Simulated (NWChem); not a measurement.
System: SnH₃OCl; SMILES [OH][SnH2][Cl]

The following NWChem deck was run.

```
start job
memory heap 200 mb stack 900 mb global 1100 mb
geometry units angstroms noautoz
  Sn    -0.270407    -0.352213    -0.024375
  O      1.507377    -1.200457    -0.178130
  Cl     0.052957     1.981476    -0.052268
  H     -1.087814    -0.811689    -1.442555
  H     -0.993663    -0.709463     1.482569
  H      2.127738    -0.899982     0.496336
end
basis spherical
  * library def2-svp
end
ecp
  Sn library def2-ecp
end
dft
  xc hfexch
  iterations 150
  mulliken
end
task dft energy
```

Output (shortened):

```
             Northwest Computational Chemistry Package (NWChem) 7.3.0
             --------------------------------------------------------

 C1  symmetry detected

                             Geometry "geometry" -> ""
                             -------------------------

 Output coordinates in angstroms (scale by  1.889725989 to convert to a.u.)

  No.       Tag          Charge          X              Y              Z
 ---- ---------------- ---------- -------------- -------------- --------------
    1 Sn                  50.0000    -0.30754255    -0.37219502    -0.00137893
    2 O                    8.0000     1.37058095    -1.41378800    -0.05295452
    3 Cl                  17.0000     0.27477919     1.91084749    -0.00943685
    4 H                    1.0000    -1.08846823    -0.74629076    -1.46449696
    5 H                    1.0000    -1.15119407    -0.63787391     1.46124675
    6 H                    1.0000     1.98089595    -1.18018752     0.65625899

 Effective nuclear repulsion energy (a.u.)     375.8413776323

 Summary of "ao basis" -> "ao basis" (spherical)
 ------------------------------------------------------------------------------
       Tag                 Description            Shells   Functions and Types
 ---------------- ------------------------------  ------  ---------------------
 Sn                         def2-svp                10       26   4s4p2d
 O                          def2-svp                 6       14   3s2p1d
 Cl                         def2-svp                 8       18   4s3p1d
 H                          def2-svp                 3        5   2s1p

            General Information
            -------------------
          SCF calculation type: DFT
          Wavefunction type:  closed shell.
          No. of atoms     :     6
          No. of electrons :    50
           Alpha electrons :    25
            Beta electrons :    25
          Charge           :     0
          Spin multiplicity:     1
          Use of symmetry is: off; symmetry adaption is: off
          Maximum number of iterations: 150
          AO basis - number of functions:    73
                     number of shells:    33
          Convergence on energy requested:  1.00D-06
          Convergence on density requested:  1.00D-05
          Convergence on gradient requested:  5.00D-04

              XC Information
              --------------
                     Hartree-Fock (Exact) Exchange  1.000

      Superposition of Atomic Density Guess
      -------------------------------------

 Sum of atomic energies:        -784.60825310

      Non-variational initial energy
      ------------------------------

 Total energy =    -749.170192
 1-e energy   =   -1485.592054
 2-e energy   =     550.758329
 HOMO         =      -0.367626
 LUMO         =       0.003004

     ---------------------------------------------
      Total Density - Mulliken Population Analysis
     ---------------------------------------------

    Atom       Charge   Shell Charges
 -----------   ------   -------------------------------------------------------
    1 Sn  22    20.68   1.60  0.42  0.89  0.28  3.26  2.74  0.93  0.45  9.76  0.36
    2 O    8     8.94   1.99  1.11  0.68  3.09  2.06  0.00
    3 Cl  17    17.54   2.00  1.99  1.23  0.73  5.94  2.18  3.46  0.01
    4 H    1     1.09   0.64  0.44  0.01
    5 H    1     1.09   0.63  0.45  0.01
    6 H    1     0.66   0.53  0.07  0.06

   convergence    iter        energy       DeltaE   RMS-Dens  Diis-err
 ---------------- ----- ----------------- --------- --------- ---------
 d= 0,ls=0.0,diis     1   -749.2094850071 -9.35D+02  1.07D-02  6.11D-01
 d= 0,ls=0.0,diis     2   -749.2609676737 -5.15D-02  3.90D-03  2.73D-01
 d= 0,ls=0.0,diis     3   -749.2874942654 -2.65D-02  8.83D-04  3.35D-03
 d= 0,ls=0.0,diis     4   -749.2880974016 -6.03D-04  2.96D-04  3.37D-04
 d= 0,ls=0.0,diis     5   -749.2881635197 -6.61D-05  8.39D-05  1.46D-05
  Resetting Diis
 d= 0,ls=0.0,diis     6   -749.2881688670 -5.35D-06  3.58D-05  1.56D-06
 d= 0,ls=0.0,diis     7   -749.2881696172 -7.50D-07  5.37D-06  9.30D-08

         Total DFT energy =     -749.288169617236
      One electron energy =    -1486.865266632062
           Coulomb energy =      605.989362243907
    Exchange-Corr. energy =      -54.075798442631
 Nuclear repulsion energy =      185.663533213550

 Numeric. integr. density =        0.000000000000

                       DFT Final Molecular Orbital Analysis
                       ------------------------------------

 Vector   23  Occ=2.000000D+00  E=-4.674336D-01
              MO Center=  4.2D-01,  2.8D-01,  1.5D-01, r^2= 4.2D+00
   Bfn.  Coefficient  Atom+Function         Bfn.  Coefficient  Atom+Function
  ----- ------------  ---------------      ----- ------------  ---------------
    52      0.388014  3 Cl py                49      0.274725  3 Cl py
    31      0.270819  2 O  py                34      0.218969  2 O  py
    32     -0.206068  2 O  pz                53      0.179476  3 Cl pz
    35     -0.172063  2 O  pz                64      0.169802  5 H  s
    46      0.162781  3 Cl py                30      0.159990  2 O  px

 Vector   24  Occ=2.000000D+00  E=-4.478724D-01
              MO Center=  3.2D-01,  1.5D+00, -2.4D-02, r^2= 2.4D+00
   Bfn.  Coefficient  Atom+Function         Bfn.  Coefficient  Atom+Function
  ----- ------------  ---------------      ----- ------------  ---------------
    51      0.603572  3 Cl px                48      0.418513  3 Cl px
    45      0.244242  3 Cl px                31     -0.158588  2 O  py
    52     -0.147764  3 Cl py                34     -0.135046  2 O  py
    49     -0.101395  3 Cl py                30      0.092600  2 O  px
    17     -0.071666  1 Sn d -2              33      0.070114  2 O  px

[...]
```

Level: Hartree-Fock/def2-SVP with def2 effective core potentials on Sn. Coordinates come from a PBE0/def2-SVP optimisation. def2 effective core potentials on Sn; no spin-orbit coupling.
